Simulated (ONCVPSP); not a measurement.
**Before and after: ONCV potential for tantalum**

ONCVPSP 4.0.1 input, shortened (lines: element, Z, core and valence counts, functional; n l f; lmax; l rc ep ncon nbas qcut; lloc lpopt rc5 dvloc0; l nproj debl; icmod fcfact rcfact), PBEsol, fully relativistic:

```
  Ta 73.00   12    3  -116133      upf
    1    0    2.00
    2    0    2.00
    2    1    6.00
    3    0    2.00
    3    1    6.00
    3    2   10.00
    4    0    2.00
    4    1    6.00
    4    2   10.00
    4    3   14.00
    5    0    2.00
    5    1    6.00
    5    2    3.00
    6    0    1.50
    6    1    0.50
    2
    0    2.40    0.00    4    7    2.20
    1    2.70    0.00    4    8    3.40
    2    2.40    0.00    4    8    6.80
    0    5    2.40    0.00
    0    0    3.00
    1    2    1.20
    2    2    1.40
    0    0.00    0.00
```

Open shells are filled in proportion to 2j + 1.

Change: s: nproj 1; local potential polynomial inside 2.25 bohr (lpopt 5, dvloc0 2 Ha).

Cutoffs: the cutoffs (Ha) at which the residual kinetic energy of the hardest occupied pseudo-wave falls to 1 and 0.1 mHa per electron; they do not see the model core or the augmentation charge, which bear on the density cutoff. Errors are all-electron minus pseudo energies relative to the spin-unpolarised reference configuration.

Question: How do hardness, ghosts and transferability respond?

Answer: The potential gets neither clearly harder nor softer (13 Ha and 22 Ha → 13 Ha and 22 Ha); both files keep a bound ghost (p); the lowest positive-energy flag moves from none to s at 17.0 eV; the number of tests with a reliable result goes from 3 to 4; the errors of the 3 common tests hardly move.

```csv
quantity,base,changed
"cutoff, loose",13 Ha,13 Ha
"cutoff, tight",22 Ha,22 Ha
bound ghosts,"p3/2, p1/2","p3/2, p1/2"
GHOST(+) flags under 300 eV,none,s at 17.0 eV
tests with a reliable result,3 of 4,4 of 4
"error for 5d3 6s2 6p0, meV [ΔE -2.07 eV]",+0.1,+0.2
"error for 5d3 6s1 6p0, meV [ΔE 6.44 eV]",-3.6,-3.1
"error for 5d4 6s1 6p0, meV [ΔE 0.03 eV]",-11,-10
s: phases at 2.44 bohr within 0.05 rad from the reference energy up to (Ha; the scan ends near 5),1.3,0.3
p3/2: phases at 2.73 bohr within 0.05 rad from the reference energy up to (Ha; the scan ends near 5),2.9,3.1
p1/2: phases at 2.73 bohr within 0.05 rad from the reference energy up to (Ha; the scan ends near 5),2.6,2.8
d5/2: phases at 2.44 bohr within 0.05 rad from the reference energy up to (Ha; the scan ends near 5),to the end of the scan,to the end of the scan
d3/2: phases at 2.44 bohr within 0.05 rad from the reference energy up to (Ha; the scan ends near 5),to the end of the scan,to the end of the scan
```

 A true bound ghost makes a file unfit for plane-wave use even where its test errors are small: the radial tests pick states by their node count and pass the ghost by.
